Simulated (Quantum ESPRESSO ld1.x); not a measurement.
Results of a calculation; reference values are marked as such.
The aim is neutral phosphorus in [Ne] 3s2 3p3. What will ld1.x (Quantum ESPRESSO 7.5) do with this input?

```
 &input
    zed=15.0,
    iswitch=1,
    rel=1,
    lsd=2,
    dft='PZ',
    config='[Ne] 3s2 3p3',
    prefix='ld1',
    max_out_wfc=37,
    file_charge='ld1.rho',
 /
```

Answer. Refused. The program stops in ld1_readin with "lsd not correct": lsd takes 0 or 1.

Output (excerpt):

```
     Program LD1 v.7.5 starts

 %%%%%%%%%%%%%%%%%%%%%%%%%%%%%%%%%%%%%%%%%%%%%%%%%%%%%%%%%%%%%%%%%%%%%%%%%%%%%%
     Error in routine ld1_readin (1):
     lsd not correct
 %%%%%%%%%%%%%%%%%%%%%%%%%%%%%%%%%%%%%%%%%%%%%%%%%%%%%%%%%%%%%%%%%%%%%%%%%%%%%%

     stopping ...
```

Run on one thread of a shared host, so times are rough (Intel(R) Xeon(R) Processor @ 2.60GHz): 0.49 s of CPU time, 0.52 s wall, peak memory 26 MiB.
